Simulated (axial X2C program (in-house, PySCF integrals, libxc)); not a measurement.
## Potential curves of HfB⁺, with spin–orbit coupling

Computed with an axial X2C code built on PySCF integrals. Two-component (2c) means X2C with spin–orbit coupling and atomic mean-field two-electron Coulomb and Gaunt terms. Basis: Hf dyall-cv3z [13s14p9d7f4g], B dyall-v3z [7s6p2d1f] (cores contracted in-house); Gaussian nuclei, density fitting, unrestricted open shells. Masses: Hf 179.947 u, B 11.009 u.

State: Ω = 2 (⟨Sz⟩ = 1.98, ⟨Lz⟩ = 0.02 at PBE50). Energies in cm⁻¹ from the lowest point of each curve. Fits are polynomials in 1 − R0/R over 0.85 to 1.23 times the lowest point R0.

```json
{"R (Å)": "1.8340", "PBE50": "6610", "PBE0": "6992"}
{"R (Å)": "1.9183", "PBE50": "2685", "PBE0": "2961"}
{"R (Å)": "1.9815", "PBE50": "1006", "PBE0": "1193"}
{"R (Å)": "2.0448", "PBE50": "171", "PBE0": "264"}
{"R (Å)": "2.1080", "PBE50": "0", "PBE0": "0"}
{"R (Å)": "2.1818", "PBE50": "433", "PBE0": "333"}
{"R (Å)": "2.2556", "PBE50": "1354", "PBE0": "1173"}
{"R (Å)": "2.3504", "PBE50": "2988", "PBE0": "2747"}
{"R (Å)": "2.4664", "PBE50": "5318", "PBE0": "5091"}
{"R (Å)": "2.6350", "PBE50": "8721", "PBE0": "8709"}
```

The state is one determinant whose occupation by symmetry is held fixed; it was picked as the lowest of a PBE0 search that is not exhaustive. Density functionals use the spin component along the axis (collinear). PBE0 can misorder states that lie within some tenths of an eV, so this need not be the ground state of the molecule. The nearest other 2c determinant of the search, Ω = 0, lies 0.70 eV up at the distance of the search. Where the spin of this state cannot come from the lowest atoms of a level, the curve heads to a higher limit and no De is given. With several unpaired electrons one determinant need not be a pure state. Open-shell Ω = 0 determinants with evenly filled partner blocks cannot be reached by this program, so the Ω shown need not be the lowest component.

Q: What are Re and ωe at the PBE50 level?

A: At PBE50, 2c: Re = 2.095 Å, ωe ≈ 660 cm⁻¹; Be follows as 0.37 cm⁻¹.

Q: Fit the PBE0 curve near its minimum: give the equilibrium distance and the harmonic wavenumber.

A: At PBE0, 2c: Re = 2.106 Å, ωe ≈ 648 cm⁻¹; Be follows as 0.366 cm⁻¹.
